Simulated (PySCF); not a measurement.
C₃H₇N, SMILES C/C=N\C. Atoms are numbered in the order given.

```xyz
11

C     -0.5162    -1.5189     0.0000
C      0.6644    -0.5869     0.0000
N      0.7170     0.6845     0.0000
C     -0.4684     1.5020     0.0000
H     -1.4907    -1.0137     0.0000
H     -0.4655    -2.1802    -0.8816
H     -0.4655    -2.1802     0.8816
H      1.6434    -1.1031     0.0000
H     -1.4418     0.9744     0.0000
H     -0.4387     2.1673     0.8797
H     -0.4387     2.1673    -0.8797
```

Coordinates come from a r2SCAN-D4/def2-SVP optimisation. The structure was generated by enumeration; whether it is a known compound was not checked.

All values below come from PBE/def2-TZVP (PySCF).

Gas-phase values at a fixed geometry.

```json
{
 "total_energy": "-173.08899 hartree",
 "point_group": "Cs",
 "highest_occupied_level": "-5.46 eV",
 "lowest_empty_level": "-0.98 eV",
 "orbital_gap": "4.47 eV",
 "dipole_moment": "0.389 e·Å",
 "quadrupole, principal values (traceless, Buckingham form, about the centre of nuclear charge)": "-4.30, -0.18, 4.48 D·Å",
 "mean_static_polarisability": "47.9 bohr³ (7.10 Å³)",
 "polarisability_principal_values": "35.9, 44.4, 63.5 bohr³"
}
```
